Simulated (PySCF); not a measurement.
Geometry:
```json
{"atom": "N1", "x (Å)": "3.527", "y (Å)": "0.405", "z (Å)": "0.685"}
{"atom": "Si2", "x (Å)": "2.214", "y (Å)": "0.109", "z (Å)": "-0.389"}
{"atom": "N3", "x (Å)": "0.711", "y (Å)": "-0.016", "z (Å)": "0.451"}
{"atom": "C4", "x (Å)": "-0.508", "y (Å)": "-0.446", "z (Å)": "-0.159"}
{"atom": "C5", "x (Å)": "-1.462", "y (Å)": "0.624", "z (Å)": "-0.744"}
{"atom": "C6", "x (Å)": "-2.633", "y (Å)": "-0.052", "z (Å)": "-0.015"}
{"atom": "C7", "x (Å)": "-1.636", "y (Å)": "-0.898", "z (Å)": "0.791"}
{"atom": "H8", "x (Å)": "3.684", "y (Å)": "-0.240", "z (Å)": "1.442"}
{"atom": "H9", "x (Å)": "3.707", "y (Å)": "1.345", "z (Å)": "0.995"}
{"atom": "H10", "x (Å)": "2.428", "y (Å)": "-1.203", "z (Å)": "-0.996"}
{"atom": "H11", "x (Å)": "2.291", "y (Å)": "1.207", "z (Å)": "-1.362"}
{"atom": "H12", "x (Å)": "0.534", "y (Å)": "0.637", "z (Å)": "1.202"}
{"atom": "H13", "x (Å)": "-0.257", "y (Å)": "-1.210", "z (Å)": "-0.898"}
{"atom": "H14", "x (Å)": "-1.238", "y (Å)": "1.618", "z (Å)": "-0.361"}
{"atom": "H15", "x (Å)": "-1.526", "y (Å)": "0.669", "z (Å)": "-1.829"}
{"atom": "H16", "x (Å)": "-3.278", "y (Å)": "0.606", "z (Å)": "0.564"}
{"atom": "H17", "x (Å)": "-3.250", "y (Å)": "-0.652", "z (Å)": "-0.680"}
{"atom": "H18", "x (Å)": "-1.487", "y (Å)": "-0.527", "z (Å)": "1.803"}
{"atom": "H19", "x (Å)": "-1.830", "y (Å)": "-1.967", "z (Å)": "0.833"}
```

Geometry: GFN2-xTB; GIAO shifts from PySCF 2.14.0 with density-fitted response routines, gas phase, non-relativistic, averaged over equivalent atoms.

At B3LYP/pcSseg-1 (186 basis functions, 14 s wall time on 1 thread of an AMD EPYC 9R45 96-Core, shared host):
```csv
atoms,δ (ppm)
N3,85.5
N1,19.6
Si2,-47.5
C4,49.3
C5/C7,38.9
C6,14.1
H10/H11,4.71
H13,3.28
H15/H19,2.56
H16,1.66
H17,1.61
H14/H18,1.59
H8/H9,0.47
H12,0.19
```

Scale: NH3 for ¹⁵N (265.81 ppm); ²⁹Si (334.47 ppm), ¹³C (181.92 ppm), ¹H (31.83 ppm) vs TMS (reference shieldings calculated alike).

Q: Estimate the result of repeating the calculation with CAM-B3LYP/pcSseg-1.

A: 
| atoms | δ at CAM-B3LYP/pcSseg-1 | change |
| --- | --- | --- |
| N3 | 81.6 | -3.9 |
| N1 | 18.9 | -0.7 |
| Si2 | -43.3 | +4.2 |
| C4 | 47.6 | -1.7 |
| C5/C7 | 37.6 | -1.3 |
| C6 | 12.9 | -1.2 |
| H10/H11 | 4.65 | -0.06 |
| H13 | 3.23 | -0.05 |
| H15/H19 | 2.51 | -0.05 |
| H16 | 1.65 | -0.01 |
| H17 | 1.61 | +0.00 |
| H14/H18 | 1.59 | +0.00 |
| H8/H9 | 0.49 | +0.02 |
| H12 | 0.14 | -0.05 |

Shifts are taken against calculated references (same method and geometry level): NH3 for ¹⁵N (σ = 269.41 ppm); ²⁹Si (σ = 340.86 ppm) and ¹³C (σ = 185.10 ppm) and ¹H (σ = 31.78 ppm) against TMS.

The largest change is at Si2 (silicon bonded to 2 N, 2 H). Cost: 186 basis functions, 17 s wall time on 1 thread of an AMD EPYC 9R45 96-Core, shared host. The order of the carbon signals is the same at both levels.

Experimental scales use liquid or dissolved standards, which lie at an offset from isolated NH3 (liquid NH3: subtract about 20 ppm).
